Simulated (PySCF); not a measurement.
B(OH)(SiH3)2 (BH₇OSi₂), SMILES [SiH3]B([SiH3])O. Atoms are numbered in the order given.

```xyz
11

B     -0.3604    -0.3253     0.0590
O     -1.3410    -1.2424     0.2354
H     -2.1631    -1.0469    -0.2378
Si    -0.6231     1.3332    -1.1104
H      0.3923     1.3803    -2.2073
H     -0.4693     2.5815    -0.3012
H     -1.9868     1.3539    -1.7386
Si     1.4141    -0.6579     1.0090
H      1.7651     0.5216     1.8621
H      2.5081    -0.7977    -0.0044
H      1.4099    -1.8798     1.8698
```

Coordinates come from a B3LYP-D3(BJ)/def2-SVP optimisation. This is a generated structure with no PubChem entry under its InChIKey; it may be hypothetical. Other conformers were not sampled.

Method: PySCF with PBE/pcSseg-1.

GIAO shieldings, no solvent; atoms listed in one row are averaged. δ = σ(ref) − σ: ¹¹B against BF3 (σ = 83.9 ppm); ¹⁷O against H2O (σ = 334.3 ppm); ¹H against TMS (σ = 31.49 ppm); ²⁹Si against TMS (σ = 335.4 ppm), references at their B3LYP-D3(BJ)/def2-TZVP geometries, non-relativistic.

```json
[
 {"nucleus": "¹¹B", "atoms": "B1", "count": "1", "δ (ppm)": "68.8"},
 {"nucleus": "¹⁷O", "atoms": "O2", "count": "1", "δ (ppm)": "310.4"},
 {"nucleus": "¹H", "atoms": "H3", "count": "1", "δ (ppm)": "8.62"},
 {"nucleus": "¹H", "atoms": "H9, H10, H11", "count": "3", "δ (ppm)": "3.84"},
 {"nucleus": "¹H", "atoms": "H5, H6, H7", "count": "3", "δ (ppm)": "3.72"},
 {"nucleus": "²⁹Si", "atoms": "Si4, Si8", "count": "2", "δ (ppm)": "-110.2"}
]
```
